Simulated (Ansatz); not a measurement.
Cost and result for the atomization energy of CH10N2Si2 (`N[SiH2]C[SiH2]N`) (15 atoms, 14 bonds).

Cartesian coordinates in Å:
```
N -2.2082 -0.5771 -0.2560
Si -0.6973 -1.0986 -0.8878
C 0.5797 -0.9624 0.4641
Si 0.8872 0.7844 1.0393
N 1.5449 1.6763 -0.2745
H -2.2572 0.2752 0.2799
H -3.0580 -0.7289 -0.7742
H -0.1994 -0.3112 -2.0638
H -0.8814 -2.4936 -1.3723
H 1.5286 -1.3761 0.1065
H 0.2439 -1.5676 1.3128
H -0.4060 1.3187 1.5804
H 1.8668 0.8622 2.1570
H 1.9352 2.5923 -0.1250
H 1.1213 1.6065 -1.1864
```

Charge 0, multiplicity 1. The structure was optimised at the PBE0-D4/def2-TZVP level. It is one conformer, not always the lowest. Program: Ansatz. All runs use 2 threads of an AMD EPYC 7R13 on a shared host and a share of an NVIDIA H100 80 GB. Times are those of one run each, without the atoms' runs, and a repeat can differ threefold. Electronic energies, without spin–orbit coupling; frozen cores. CCSD(T)/CBS adds CCSD(T) − MP2 in def2-TZVPP to the MP2 limit, and its time is that of the two runs behind it. T1 = 0.010. B3LYP takes the VWN-RPA correlation (the form of Gaussian; ORCA's B3LYP/G).

CCSD(T)/CBS is a level of theory with its own doubt, some kJ/mol a heavy atom from the limit and from the frozen cores, so smaller differences don't rank the functionals.

```
                             level  functions  wall time  atomization (kJ/mol)  difference from CCSD(T)/CBS  per bond
   PBE-D4/def2-TZVPP (with forces)        317      2.4 s                5174.0                         16.1       1.2
                PBE0-D4/def2-TZVPP        317      2.8 s                5118.2                        -39.7      -2.8
 B3LYP-D4/def2-TZVPP (with forces)        317      2.9 s                5164.3                          6.4       0.5
                 B2PLYP/def2-TZVPP        317      3.3 s                5089.3                        -68.6      -4.9
r2SCAN-D4/def2-TZVPP (with forces)        317      3.3 s                5128.0                        -29.9      -2.1
                ωB97X-V/def2-TZVPP        317      3.4 s                5183.1                         25.2       1.8
  ωB97M-V/def2-TZVPP (with forces)        317      4.3 s                5173.6                         15.7       1.1
                    MP2/def2-QZVPP        611      5.5 s                5116.9                        -41.0      -2.9
                CCSD(T)/def2-TZVPP        317      5.5 s                5006.3                       -151.6     -10.8
                 CCSD(T)/CBS(def2)          –       11 s                5157.9                          0.0       0.0
```

The D4 term adds +55.0 kJ/mol with B3LYP and +29.3 kJ/mol with PBE0; it sums over pairs of atoms, weighted by their polarisabilities, and B3LYP, whose exchange is more repulsive, gets the larger term. From PBE to PBE0 (25 % exact exchange), in def2-TZVPP and without D4, the atomization energy moves by −50.7 kJ/mol: exact exchange takes away binding that semilocal exchange gives to molecules. In def2-TZVPP, CCSD(T) changes the Hartree–Fock value by +1278.3 kJ/mol (the triples alone add +59.7 kJ/mol) and MP2 by +1298.0 kJ/mol; breaking electron pairs costs correlation energy, which Hartree–Fock lacks.
